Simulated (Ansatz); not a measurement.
Consider the redistribution: `C[BH][SnH2][GaH2]` + `CBF` → `CBBF` + `[CH3][SnH2][GaH2]`.

Isolated molecules relaxed with PBE0-D4/def2-TZVP in Ansatz; ΔE leaves out vibrations. CBS: MP2 limit from def2 TZ/QZ plus the TZ coupled-cluster correction, frozen cores. This one scheme is used for every species. Functionals use def2-TZVPP. Elements past krypton have def2 core potentials. For Ga, Sn outer-core shells are correlated without core-valence functions, which leaves a few kJ/mol of doubt a bond. Scalar relativity is left out up to krypton. Each species was taken in one conformer, which may not be the lowest.

`C[BH][SnH2][GaH2]`:

Z-matrix (Å, degrees):
```
C
B 1 1.549
H 1 1.094 2 113.5
H 1 1.091 2 116.7 3 -129.8
H 1 1.104 2 103.7 3 113.3
Sn 2 2.246 1 123.0 3 144.5
H 2 1.199 1 119.3 3 -35.8
Ga 6 2.622 2 109.6 1 -94.2
H 6 1.713 2 112.5 1 144.4
H 6 1.717 2 110.9 1 24.9
H 8 1.576 6 120.4 2 82.6
H 8 1.575 6 121.3 2 -95.6
```

`CBF`:

Cartesian coordinates in Å:
```
C -0.117 0.079 -0.673
B 0.138 -0.098 0.848
F 1.336 -0.454 1.295
H 0.757 -0.119 -1.296
H -0.472 1.097 -0.871
H -0.936 -0.577 -0.989
H -0.706 0.072 1.686
```

`CBBF`:

```xyz
9

C    -0.892    0.914    0.148
B    -0.245   -0.427   -0.308
B     1.369   -0.842   -0.076
F     1.801   -1.434    1.035
H    -1.393    0.642    1.094
H    -0.207    1.729    0.384
H    -1.690    1.272   -0.506
H    -0.961   -1.224   -0.860
H     2.219   -0.630   -0.910
```

`[CH3][SnH2][GaH2]`:

Cartesian coordinates in Å:
```
C 0.247 -0.291 -1.764
Sn -0.417 0.731 0.006
Ga 0.183 -0.510 2.236
H -0.028 0.282 -2.649
H 1.330 -0.412 -1.740
H -0.216 -1.277 -1.820
H 0.275 2.303 -0.002
H -2.114 0.959 -0.119
H 1.016 -1.848 2.224
H -0.277 0.061 3.629
```

```json
{"level": "PBE-D4", "ΔE (kJ/mol)": "60.7", "difference from CCSD(T)/CBS": "2.2"}
{"level": "PBE0-D4", "ΔE (kJ/mol)": "60.9", "difference from CCSD(T)/CBS": "2.4"}
{"level": "BHLYP-D4", "ΔE (kJ/mol)": "57.8", "difference from CCSD(T)/CBS": "-0.7"}
{"level": "ωB97X-V", "ΔE (kJ/mol)": "54.1", "difference from CCSD(T)/CBS": "-4.4"}
{"level": "r2SCANh", "ΔE (kJ/mol)": "62.6", "difference from CCSD(T)/CBS": "4.1"}
{"level": "LC-ωPBE", "ΔE (kJ/mol)": "54.9", "difference from CCSD(T)/CBS": "-3.6"}
{"level": "RPA@PBE/def2-TZVPP", "ΔE (kJ/mol)": "53.8", "difference from CCSD(T)/CBS": "-4.7"}
{"level": "CCSD/def2-SVP", "ΔE (kJ/mol)": "63.5", "difference from CCSD(T)/CBS": "5.0"}
{"level": "HF/def2-TZVPP", "ΔE (kJ/mol)": "52.1", "difference from CCSD(T)/CBS": "-6.4"}
{"level": "CCSD(T)/def2-TZVPP", "ΔE (kJ/mol)": "58.0", "difference from CCSD(T)/CBS": "-0.5"}
{"level": "CCSD(T)/CBS", "ΔE (kJ/mol)": "58.5", "difference from CCSD(T)/CBS": "0"}
```

Q: What do rigid-rotor, harmonic-oscillator terms from PBE0-D4/def2-TZVP frequencies (298.15 K, 1 bar) make of the CCSD(T)/CBS value? (Best estimate.)

A: Computed: ΔZPE = -1.1 kJ/mol, ΔH = +57.1 kJ/mol, ΔS = -2 J/(mol·K), ΔG = +57.7 kJ/mol. Modes under 50 cm⁻¹ make the entropy rough.

Largest T1 diagnostic among the species: 0.014.

At CCSD(T), def2-SVP lies +6.0 kJ/mol from the extrapolated value and def2-TZVPP −0.5 kJ/mol. Leaving LDA and LC-ωPBE aside and taking each functional with its dispersion term where it has one, the values, not all of them listed here, spread over 9.3 kJ/mol, from ωB97X-V to r2SCAN0-D4. LDA lies +9.8 kJ/mol from PBE without D4.
